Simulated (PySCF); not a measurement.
C₃H₉In, SMILES [CH3][In]([CH3])[CH3]. Heavy atoms are numbered as in [In:1]([CH3:2])([CH3:6])[CH3:10]. Hydrogens are named by the atom that carries them.

Coordinates come from a B3LYP-D3(BJ)/def2-SVP optimisation. The isomer is the one that the SMILES or the coordinates give; other isomers of the formula were not compared. The def2 effective core potentials stand for the cores of In; spin–orbit coupling is left out.

Computed with PySCF with PBE/def2-TZVP.

ESP charges are fitted to the potential on shells at 1.4 to 2.0 van der Waals radii. Atomic charges (e), one atom of each kind:

```csv
atom,Mulliken,ESP fit,Löwdin
In1,0.82,[?],0.52
C2 (CH3),-0.67,[?],-0.55
H on C2,0.13,[?],0.13
```

**Question.** Some entries are withheld; supply them. (The exact figures need the calculation; the answer reports its results.)

**Answer.** 
- In1, ESP fit: 0.99
- C2 (CH3), ESP fit: -0.89
- H on C2, ESP fit: 0.19
